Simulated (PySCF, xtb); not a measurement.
Sn(H)(Br)2(OH) (Br₂H₂OSn), SMILES [OH][SnH]([Br])[Br]. The values are those of a single conformer.

Harmonic wavenumbers (cm⁻¹) from GFN2-xTB (xtb 6.7.1) at its own minimum, in rising order: 60, 93, 113, 142, 204, 246, 416, 448, 452, 757, 1326, 3638.

Problem. What does PBE0-D3(BJ)/def2-SVP in PySCF give at its own minimum? (An estimate is asked for; the answer gives what the named calculation found.)

Solution. 76, 118, 138, 210, 255, 277, 545, 549, 644, 865, 1994, 3886. Paired by order, the mean absolute difference is 138 cm⁻¹ and the zero-point energies are 11.3 and 13.7 kcal/mol.
